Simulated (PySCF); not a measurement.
**Dipole response of I⁻ (iodine, charge -1)**

[Xe], closed-shell 1S. All numbers are calculated (PySCF 2.14, the spin-free X2C one-electron Hamiltonian (Gaussian nucleus), in aug-cc-pwCVTZ-DK3). Coupled (time-dependent) response in atomic units; α is the mean over directions.

| method | mean α (bohr³) | C₆ (like pair) | S(−4) |
| --- | --- | --- | --- |
| CAM-B3LYP | 60.26 | 863.8 | 843.5 |

S(−4) is the Cauchy moment in α(ω) = α(0) + S(−4) ω² + …

α(iu) at CAM-B3LYP:

```
u (hartree)  α(iu) (bohr³)
          0          60.26
     0.0500          58.26
      0.100          53.29
      0.200          41.16
      0.300          31.01
      0.500          18.42
      0.750          10.94
       1.00          7.293
       1.50          4.040
       2.00          2.658
       3.00          1.475
       5.00         0.6805
```

A single London oscillator, α(iu) = α/(1 + u²/ω²), gives C₆ = (3/4) ω α². Matching the computed C₆ needs ω = 4 × 863.8 / (3 × 60.26²) = 0.317 hartree.

For an ion, C₆ is the dispersion term alone; charge-induced terms of lower order in 1/R come first.
